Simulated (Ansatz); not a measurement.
One change: `[SiH3]OB(Cl)Br` becomes `[SiH3]OB(Cl)Cl`.

Ansatz, PBE0-D4/def2-TZVP geometries, multiplicity 1. Each molecule was computed in one conformer, which needn't be the lowest.

Scalar relativity is left out up to krypton.

| property | `[SiH3]OB(Cl)Br` |
| --- | --- |
| HOMO energy (PBE/def2-TZVPP) / eV | -7.19 |
| LUMO energy (B3LYP/def2-TZVPP) / eV | -0.93 |
| ideal-gas entropy at 298 K and 1 bar (rigid rotor, harmonic PBE0-D4/def2-TZVP) / J/(mol·K) | 367 |
| zero-point energy (PBE0-D4/def2-TZVP) / kJ/mol | 95.5 |
| HOMO energy (ωB97M-V/def2-TZVPP) / eV | -10.76 |
| HOMO–LUMO gap (PBE0/def2-TZVPP) / eV | 7.78 |

(1) Give the same properties after the change, and the shifts. (Best estimate.)

Results:

(1) Ansatz gave: 
| property | `[SiH3]OB(Cl)Cl` | shift |
| --- | --- | --- |
| HOMO energy (PBE/def2-TZVPP) / eV | -7.54 | -0.35 |
| LUMO energy (B3LYP/def2-TZVPP) / eV | -0.79 | 0.14 |
| ideal-gas entropy at 298 K and 1 bar (rigid rotor, harmonic PBE0-D4/def2-TZVP) / J/(mol·K) | 357 | -10 |
| zero-point energy (PBE0-D4/def2-TZVP) / kJ/mol | 96.9 | 1.4 |
| HOMO energy (ωB97M-V/def2-TZVPP) / eV | -11.28 | -0.52 |
| HOMO–LUMO gap (PBE0/def2-TZVPP) / eV | 8.40 | 0.62 |

With PBE0 the HOMO falls by 0.47 eV and the LUMO rises by 0.16 eV, so the gap widens by about 0.63 eV. PBE moves the HOMO by -0.35 eV and ωB97M-V by -0.52 eV.

B3LYP here is the variant with VWN-RPA as its local correlation; programs differ in this.

Spin–orbit coupling is left out; it splits and shifts lone-pair levels of the heavy atoms by tenths of an eV.
